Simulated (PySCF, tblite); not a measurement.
Species: C₆H₁₂BNO.
SMILES: `CC#[N+][BH2-][C@@H](C)C(C)=O`

Jobs on this species (21 atoms, 68 electrons) with PySCF (density fitting) and tblite. Hardware of each: an Intel Xeon at 2.50 GHz with one thread, shared host. Other jobs ran on the host; a repeat could differ by tens of per cent or more.

Task: Rank these jobs by wall time, shortest first.
A. PBE0/pcSseg-1; shieldings, charges and field gradients, density and orbital grids written; 213 basis functions
B. GFN2-xTB; Hessian by finite differences
C. GFN2-xTB; L-BFGS relaxation

Result: B (2.5 s), C (4.2 s), A (2.3 min).

All jobs:

| level and settings | work | basis functions | SCF cycles | wall time |
| --- | --- | --- | --- | --- |
| GFN2-xTB | Hessian by finite differences | – | – | 2.5 s |
| GFN2-xTB | L-BFGS relaxation | – | – | 4.2 s |
| PBE0/pcSseg-1 | shieldings, charges and field gradients, density and orbital grids written | 213 | 15 | 2.3 min |

Task: What do all jobs in the table cost together?

Result: About 2.4 min; the longest takes about 95 % of that, and about 55 times as long as the shortest.
